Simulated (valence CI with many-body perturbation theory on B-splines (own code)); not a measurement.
## N+: one-electron terms

Computed by relativistic CI+MBPT: four valence electrons over a frozen Dirac-Fock core [He], radial functions for each j: 11 s, 11 p, 9 d, 7 f, 5 g, 2 h, 1 i, with the one-electron correlation potential Σ1 (screened to all orders), the two-electron term Σ2, the three-electron term Σ3, Breit, model QED; selected single and double excitations, second order for the rest, scaled by the run's own slope (own B-spline code, finite nucleus).

Set against measurement, 39 paired levels are off by 56 cm⁻¹ on average, the worst by 162. These come from a selection out of the NIST Handbook of Basic Atomic Spectroscopic Data. Levels without a partner in it may be off by more. Among the levels kept, up to 670 cm⁻¹ of a level comes from second order outside the variational space, and about a tenth of that is noise between levels of different J, which matters for small intervals.

These are the spectroscopic orbitals of the CI (the correlating ones are not listed), shaped by the core and the other valence electrons. h is the expectation value of the core's Dirac-Fock operator, without the valence repulsion; Σ1 is computed up to l = 3 at one energy for each symmetry, that of its lowest orbital but kept below the first core excitation, so for empty shells it is not the orbital's own correlation shift; Breit and QED include the response of the core.

```
Orbital  h (hartree)  Σ1 (cm⁻¹)  Breit (cm⁻¹)  QED (cm⁻¹)  ⟨r⟩ (bohr)
  2s1/2         -3.5       -747          35.6        15.9       1.247
  3s1/2      -1.3163       -105           5.7         2.6       3.772
  4s1/2     -0.66043      -30.5           1.7         0.8       7.960
  5s1/2     -0.39818      -13.2           0.7         0.3       13.61
  2p1/2        -3.07      -1164          46.1        -1.9       1.267
  3p1/2      -1.1288       -144           6.5        -0.3       4.388
  4p1/2     -0.59085      -49.5           2.3        -0.1       9.014
  5p1/2     -0.36452      -23.0           1.1         0.0       15.11
  2p3/2      -3.0685      -1160          19.8        -1.4       1.268
  3p3/2      -1.1285       -144           2.8        -0.2       4.390
  4p3/2     -0.59073      -49.4           1.0        -0.1       9.016
  5p3/2     -0.36446      -23.0           0.5         0.0       15.12
  3d3/2     -0.94749       -8.0           0.0         0.0       4.905
  4d3/2     -0.52803       -4.0           0.0         0.0       10.02
  5d3/2     -0.33495       -2.1           0.0         0.0       16.63
  3d5/2     -0.94746       -8.0           0.0         0.0       4.905
  4d5/2     -0.52802       -4.0           0.0         0.0       10.02
  5d5/2     -0.33495       -2.1           0.0         0.0       16.63
  4f5/2     -0.50094       -0.3           0.0         0.0       8.984
  5f5/2      -0.3208       -0.2           0.0         0.0       15.72
  4f7/2     -0.50094       -0.3           0.0         0.0       8.984
  5f7/2      -0.3208       -0.2           0.0         0.0       15.72
  5g7/2     -0.32003                      0.0         0.0       13.75
  5g9/2     -0.32003                      0.0         0.0       13.75
```

Among the shells of the start configuration 2s2 2p2, Σ1 is largest in size for 2p1/2, where it is 0.17 % of h.

Lowest root of each symmetry, sizes in configuration state functions:

```
J  Parity  Roots  Reference  Variational  Second order  Change by selected CI (cm⁻¹)  Change by second order (cm⁻¹)
0    even     10         13        40258        439762                        -18668                            -34
1    even     18         22        41618       1584839                        -18473                           -229
2    even     18         24        39983       2613361                        -18432                           -267
3    even      9         13        40508       2547189                        -27718                           -581
4    even      4          6        40972       1724265                        -29702                           -112
5    even      2          2        50581       1161706                        -29817                            -67
0     odd      7         13        42979        471006                        -20342                            -74
1     odd     17         33        39977       1700786                        -20414                           -219
2     odd     17         33        39992       2571201                         -8494                           -130
3     odd      8         20        39977       2499334                        -20252                           -383
4     odd      3          9        48193       1509646                        -29422                           -167
5     odd      1          3        32229        828741                        -29692                            -65
6     odd      1          1        28259        708795                        -29743                            -51
```
